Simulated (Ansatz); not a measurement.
Match the barriers

Saddle point of Si2H6ClF, singlet (SiH₂ClF ([F][SiH2][Cl]) + SiH₄ → Si₂H₅Cl ([SiH3][SiH2][Cl]) + HF; bonds formed: Si1–Si7, F2–H6; bonds broken: Si1–F2, H6–Si7), PBE0-D4/def2-TZVP structure:

| atom | x (Å) | y (Å) | z (Å) |
| --- | --- | --- | --- |
| Si1 | -0.5942 | -0.9842 | -0.4410 |
| F2 | 0.2547 | -1.6723 | 1.1460 |
| H3 | 0.1777 | -1.9428 | -1.2449 |
| H4 | -1.9042 | -1.3058 | 0.1434 |
| Cl5 | -1.2205 | 0.3314 | -1.9839 |
| H6 | 0.4334 | -0.4967 | 0.8767 |
| Si7 | 0.5901 | 1.2024 | 0.3352 |
| H8 | 1.4395 | 1.3160 | 1.5578 |
| H9 | 1.4130 | 1.4709 | -0.8618 |
| H10 | -0.5894 | 2.0810 | 0.4725 |

Program: Ansatz 0.2.0. Basis: def2-TZVPP, with def2-QZVPP for the basis limit. Cores are frozen in the correlated methods. Extrapolation: Hartree–Fock as exp(−7.88 √X), correlation as X^−2.97. Four methods, as single points on the PBE0-D4 structures, gave these electronic barriers from the start structure: 54.38, 61.94, 71.08, 95.02 kcal/mol.

Problem. The methods were, in alphabetical order, CCSD(T), HF, PBE-D4, r2SCAN-D4. Which gave which? (A judgement: the text doesn't fix the answer.)

Solution. By the calculation: PBE-D4 54.38; r2SCAN-D4 61.94; CCSD(T) 71.08; HF 95.02 kcal/mol. For comparison, CCSD(T) at an estimated basis limit (MP2 extrapolated from triple and quadruple zeta, plus CCSD(T) − MP2 in triple zeta) gives 69.71 kcal/mol.

No T1 diagnostic of these runs exceeds 0.013. The start structure is not quite a true minimum (one mode of 27i cm⁻¹).

Labels in which every atom is bracketed show which atoms are joined, not bond orders.

For scale, one of the runs: CCSD(T)/def2-TZVPP, 241 basis functions, launched by `ansatz run in.yaml --threads 4 --pin off --events-out ev --progress --plain --max-ram 9574MiB`. Time: 100 s of wall clock on 4 CPU threads of an Arm Neoverse V2; the host was shared. Peak host memory: 4.2 GiB.
